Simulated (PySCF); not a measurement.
Species: C7H9NO.
Atom-mapped SMILES: `[CH3:1][CH2:2][O:3][c:4]1[cH:5][cH:6][cH:7][n:8][cH:9]1`

Cartesian coordinates in Å at the GFN2-xTB level; atoms count from 1:
```
atom  x, y, z in Å
C1    -3.1816   -0.3358   -0.1357
C2    -1.8337    0.3388   -0.3334
O3    -0.8354   -0.5451    0.1429
C4     0.4624   -0.1606    0.0743
C5     1.4133   -1.0635    0.5588
C6     2.7494   -0.7220    0.5120
C7     3.0990    0.5130   -0.0186
N8     2.2092    1.3715   -0.4784
C9     0.9277    1.0514   -0.4362
H10   -3.9740    0.3171   -0.4899
H11   -3.2143   -1.2708   -0.6878
H12   -3.3383   -0.5502    0.9177
H13   -1.6682    0.5536   -1.3982
H14   -1.7958    1.2835    0.2262
H15    1.0784   -2.0082    0.9588
H16    3.5048   -1.3995    0.8796
H17    4.1306    0.8305   -0.0798
H18    0.2576    1.8026   -0.8305
```

Probes without a nucleus sit at each ring's centroid and 1 Å off its mean plane on both sides; NICS is minus the shielding there, NICSzz its component along the normal. Level: GIAO PBE0/pcSseg-1 (PySCF, non-relativistic, gas phase) on the GFN2-xTB geometry, one conformer.

Ring bond lengths (Å), with Mayer bond orders in brackets: C4–C5 1.398 (1.38), C5–C6 1.380 (1.47), C6–C7 1.389 (1.37), C7–N8 1.319 (1.50), N8–C9 1.321 (1.46), C9–C4 1.395 (1.30).

Problem. Give the NICS values of each ring in ppm.

Solution. 
```csv
ring,type,NICS(0),"NICS(1), two faces","NICS(1)zz, two faces",rms pucker (Å),"centre to ring atoms, mean (Å)"
C4–C5–C6–C7–N8–C9,6-membered ring with N; formal bonds all aromatic,-8.4,-11.2 / -11.2,-27.8 / -27.8,0.00,1.37
```

Problem. What do they say, and how far can they be read as aromaticity?

Solution. 
- C4–C5–C6–C7–N8–C9: mean NICS(1)zz -27.8 ppm, shielded, aromatic by this magnetic criterion (flat ring, no four-coordinate atom).

Problem. How equal are the bonds by HOMA? HOMA = 1 − mean of α(R − Ropt)² over the ring bonds, with Krygowski's 1993 parameters (CC: Ropt 1.388 Å, α 257.7 Å⁻²; CN: Ropt 1.334 Å, α 93.52 Å⁻²).

Solution. 
- C4–C5–C6–C7–N8–C9: HOMA 0.98; the largest term is that of C4–C5, α(R − Ropt)² = 0.03. The geometric and the magnetic index point the same way.

Problem. At the second NICS(1) probe listed for ring C4–C5–C6–C7–N8–C9, 1 Å off the ring, how large is the induced field along the normal in 14.1 T applied along it?

Solution. NICSzz × B0 = -27.8 ppm × 14.1 T = -392 μT, against the applied field.

Problem. List the ring angles and the Hirshfeld charges of the ring atoms.

Solution. 
- C4–C5–C6–C7–N8–C9: C4 117.5° (+0.070 e), C5 119.1° (-0.053 e), C6 118.5° (-0.052 e), C7 122.8° (0.000 e), N8 119.0° (-0.163 e), C9 123.1° (-0.017 e); sum 720.0° against 720° for a flat convex ring.

Problem. What are the shieldings of the ring atoms and their hydrogens in the same run (means over atoms taken as equivalent)?

Solution. 
| atoms | environment | σ isotropic (ppm) | principal values of the symmetric part, first atom (ppm) |
| --- | --- | --- | --- |
| C4 | aromatic carbon bearing oxygen | 25.6 | -59.8, 15.2, 121.5 |
| C5 | aromatic CH carbon | 56.4 | -36.3, 37.0, 168.5 |
| C6 | aromatic CH carbon | 58.1 | -54.4, 54.7, 174.0 |
| C7 | aromatic CH next to a ring nitrogen | 39.1 | -67.5, 36.1, 148.7 |
| N8 | pyridine-type nitrogen | -96.2 | -418.0, -175.6, 305.0 |
| C9 | aromatic CH next to a ring nitrogen | 50.6 | -37.9, 40.7, 149.0 |
| H15 | aromatic hydrogen | 24.21 | 20.4, 23.5, 28.7 |
| H16 | aromatic hydrogen | 24.33 | 21.5, 23.8, 27.7 |
| H17 | aromatic hydrogen | 23.15 | 19.3, 23.5, 26.7 |
| H18 | aromatic hydrogen | 23.31 | 18.3, 22.3, 29.3 |
